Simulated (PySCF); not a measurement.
Si(H)(Cl)(OH)(OMe) (CH5ClO2Si), SMILES O[SiH](OC)Cl. Atoms are numbered in the order given.

```xyz
10

Si     0.5644    -0.2375    -0.3218
O      1.7718    -0.9328     0.5495
Cl     0.1088     1.6688     0.3879
O     -0.7952    -1.1542    -0.1712
C     -2.1224    -0.8127    -0.5119
H      1.0545    -0.1090    -1.7057
H      1.5811    -1.1709     1.4653
H     -2.2678    -0.8066    -1.6071
H     -2.7988    -1.5652    -0.0791
H     -2.3989     0.1801    -0.1171
```

Coordinates come from a B3LYP-D3(BJ)/def2-SVP optimisation. This is a generated structure with no PubChem entry under its InChIKey; it may be hypothetical. One conformer was computed; it need not be the lowest.

All values below come from PySCF with PBE/pcSseg-1.

GIAO shieldings, no solvent; atoms alike by connectivity are averaged. δ = σ(ref) − σ: ²⁹Si against TMS (σ = 335.4 ppm); ¹⁷O against H2O (σ = 334.3 ppm); ³⁵Cl against HCl (σ = 936.5 ppm); ¹³C against TMS (σ = 182.0 ppm); ¹H against TMS (σ = 31.49 ppm), references at their B3LYP-D3(BJ)/def2-TZVP geometries, non-relativistic (without spin–orbit terms, shifts of atoms bonded to Cl or Br come out too high).

```csv
nucleus,atoms,count,δ (ppm)
²⁹Si,Si1,1,-32.2
¹⁷O,O2,1,79.9
¹⁷O,O4,1,65.6
³⁵Cl,Cl3,1,89.7
¹³C,C5,1,56.2
¹H,H6,1,5.41
¹H,"H8, H9, H10",3,4.06
¹H,H7,1,2.59
```
